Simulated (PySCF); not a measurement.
BH2, SMILES [BH2], multiplicity 2. Atoms are numbered in the order given.

```xyz
3

B      0.0000     0.0000     0.1453
H      0.0000    -1.0783    -0.3633
H      0.0000     1.0783    -0.3633
```
Charge 0, spin multiplicity 2.

Geometry: ωB97X-D3(BJ)/def2-TZVPD. The isomer is the one that the SMILES or the coordinates give; other isomers of the formula were not compared.

All values below come from TDA-B3LYP/def2-TZVPD in PySCF.

Vertical excitations. Gas-phase values at a fixed geometry.

Computed excitation energies, oscillator strengths and character:
| state | energy (eV) | λ (nm) | f | main pairs |
|---|---|---|---|---|
| root 1 | 1.32 | 940 | 0.004 | α HOMO→LUMO 99 % |
| root 2 | 5.13 | 242 | 0.057 | α HOMO→LUMO+1 99 % |
| root 3 | 5.54 | 224 | 0.000 | α HOMO−1→LUMO 62 %, β HOMO→LUMO 37 % |
| root 4 | 6.31 | 196 | 0.001 | β HOMO→LUMO+1 95 % |
| root 5 | 6.36 | 195 | 0.000 | α HOMO−1→LUMO 37 %, β HOMO→LUMO 62 % |
| root 6 | 6.81 | 182 | 0.017 | α HOMO→LUMO+3 98 % |
| root 7 | 6.82 | 182 | 0.001 | α HOMO→LUMO+2 95 % |
| root 8 | 7.34 | 169 | 0.135 | α HOMO→LUMO+4 98 % |
| root 9 | 7.62 | 163 | 0.000 | α HOMO→LUMO+5 97 % |
| root 10 | 7.76 | 160 | 0.000 | α HOMO→LUMO+6 100 % |
Unrestricted roots are not spin-pure.
